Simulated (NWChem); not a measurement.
C$_{2}$H$_{8}$Si$_{2}$; SMILES [SiH3]/C=C\[SiH3]

Results from NWChem. Pople sets run with spherical d functions. Geometry: optimised at PBE0/def2-SVP. Level M06-L/6-31G*: energy and gradient on several grids; changes count from the extra-fine grid, which is no exact limit either.

```json
[
 {"grid": "xcoarse", "size of the energy change (μHa)": "300", "largest change of a gradient component (μHa/bohr)": "6000", "time, medium = 1 (rough)": "about 1"},
 {"grid": "coarse", "size of the energy change (μHa)": "900", "largest change of a gradient component (μHa/bohr)": "1000", "time, medium = 1 (rough)": "about 1"},
 {"grid": "medium", "size of the energy change (μHa)": "200", "largest change of a gradient component (μHa/bohr)": "500", "time, medium = 1 (rough)": "about 1"},
 {"grid": "fine", "size of the energy change (μHa)": "< 10", "largest change of a gradient component (μHa/bohr)": "80", "time, medium = 1 (rough)": "about 1"},
 {"grid": "xfine", "size of the energy change (μHa)": "< 10", "largest change of a gradient component (μHa/bohr)": "< 30", "time, medium = 1 (rough)": "2"}
]
```
